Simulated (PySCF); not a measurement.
# Manganese: a sound run and one with changed settings

Sound run: Mn⁺ [Ar] 3d5 4s1, Mn²⁺ [Ar] 3d5. All numbers are calculated (PySCF 2.14, scalar relativity by spin-free X2C-1e, in cc-pVDZ-DK). In the sound run the correlated levels freeze [Ar]. The sound run starts from symmetry-adapted Hartree-Fock orbitals and uses a fine grid where one is needed.

Changed run: basis STO-3G, all-electron and non-relativistic. This setting is unsound on purpose.

```
species  method  sound run (hartree)  changed run (hartree)  converged
    Mn⁺     UHF          -1157.16068            -1137.50099        yes
    Mn⁺    TPSS          -1158.29831            -1138.36747        yes
    Mn⁺  r2SCAN          -1158.25671            -1138.38976        yes
    Mn⁺     MP2          -1157.22907            -1137.50111        yes
   Mn²⁺     UHF          -1156.61365            -1137.01113        yes
   Mn²⁺    TPSS          -1157.71202            -1137.85672        yes
   Mn²⁺  r2SCAN          -1157.66463            -1137.87871        yes
   Mn²⁺     MP2          -1156.66770            -1137.01122        yes
```

Ionisation energy of Mn⁺:

```json
{"method": "UHF", "sound run (eV)": "14.885", "changed run (eV)": "13.330"}
{"method": "TPSS", "sound run (eV)": "15.954", "changed run (eV)": "13.898"}
{"method": "r2SCAN", "sound run (eV)": "16.111", "changed run (eV)": "13.906"}
{"method": "MP2", "sound run (eV)": "15.276", "changed run (eV)": "13.331"}
{"method": "SCS-MP2", "sound run (eV)": "15.016", "changed run (eV)": "13.330"}
```

A minimal basis cannot let orbitals breathe on ionisation and holds almost no correlation. The Hamiltonian changed with the basis, so the totals do not compare.

For comparison, NIST gives 15.640 eV between the lowest levels.
